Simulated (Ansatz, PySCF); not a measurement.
SeF3, SMILES F[Se+](F)F, charge +1. Atoms are numbered in the order given.

```xyz
4

Se     0.0000     0.0002     0.3535
F      1.2672    -0.7317    -0.4790
F     -1.2672    -0.7317    -0.4790
F      0.0000     1.4632    -0.4796
```
Charge +1, spin multiplicity 1.

Geometry optimised at TPSSh-D3(BJ)/def2-SVP. The spin state was assumed, not searched. The isomer is the one that the SMILES or the coordinates give; other isomers of the formula were not compared.

Two levels are set side by side: PBE-D3(BJ)/def2-SVP (Ansatz, a quantum-chemistry and plane-wave program) and TPSSh-D3(BJ)/def2-SVP (PySCF). Each level has its own optimised geometry; the coordinates shown are those of the second. Frequencies come from the Hessian of PySCF at each geometry. Differences are taken from unrounded values.

```csv
quantity,TPSSh-D3(BJ)
mean bond length (Å),1.684
bond Se1–F2 (Å),1.684
bond Se1–F3 (Å),1.684
bond Se1–F4 (Å),1.684
highest harmonic wavenumber (cm⁻¹),788
mean harmonic wavenumber (cm⁻¹),537
zero-point energy (kcal/mol),4.60
```

Problem. What does PBE-D3(BJ) give, and how far is it from TPSSh-D3(BJ)? (An estimate is asked for; the answer gives what the named calculation found.)

Solution. 
| quantity | PBE-D3(BJ) | PBE-D3(BJ) minus TPSSh-D3(BJ) |
|---|---|---|
| mean bond length (Å) | 1.700 | 0.017 |
| bond Se1–F2 (Å) | 1.700 | 0.017 |
| bond Se1–F3 (Å) | 1.700 | 0.017 |
| bond Se1–F4 (Å) | 1.700 | 0.017 |
| highest harmonic wavenumber (cm⁻¹) | 755 | -33 |
| mean harmonic wavenumber (cm⁻¹) | 515 | -22 |
| zero-point energy (kcal/mol) | 4.41 | -0.19 |

Exact exchange shortens and stiffens bonds; PBE has none. Differences between two approximate levels are no errors against the true value.
